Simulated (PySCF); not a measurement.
**triphenylphosphine sulfide (C18H15PS): Computed beside measured shifts**

System: triphenylphosphine sulfide (C18H15PS), SMILES S=P(c1ccccc1)(c1ccccc1)c1ccccc1.

Atom-mapped SMILES (hydrogens are numbered by the atom that bears them): [S:1]=[P:2]([c:3]1[cH:4][cH:5][cH:6][cH:7][cH:8]1)([c:9]1[cH:10][cH:11][cH:12][cH:13][cH:14]1)[c:15]1[cH:16][cH:17][cH:18][cH:19][cH:20]1

Level of theory: GIAO PBE0/pcSseg-1, IEF-PCM chloroform, PySCF SCF with an in-house response code, fitting set def2-universal-JFIT up to Ne and JKFIT beyond, grid level 2, non-relativistic, on the PBE0-D3(BJ)/def2-SVP geometry.

One optimised conformer. Values are averaged over the atoms that symmetry or fast rotation interchanges, on this one geometry and without vibrational averaging. Shifts are the reference shielding less the shielding here, at the same level (13C, 1H against isolated TMS; 33S against isolated CS2); nuclei without a reference have shieldings only.

Task: What shifts does this level give for C3/9/15, C4/8/10/14/16/20, C5/7/11/13/17/19, C6/12/18, and how do they compare with measurement?

Result: 
| atom | nucleus | computed / ppm | measured / ppm | computed less measured | measured against | medium of the measurement |
| --- | --- | --- | --- | --- | --- | --- |
| C3/9/15 | 13C | 140.0 | 133.1 | 6.9 | TMS | solution |
| C4/8/10/14/16/20 | 13C | 139.3 | 132.3 | 7.0 | TMS | solution |
| C5/7/11/13/17/19 | 13C | 134.9 | 128.5 | 6.4 | TMS | solution |
| C6/12/18 | 13C | 138.8 | 131.5 | 7.3 | TMS | solution |

Measured values: E. Pretsch, P. Bühlmann, M. Badertscher, Structure Determination of Organic Compounds, 4th ed., Springer 2009.
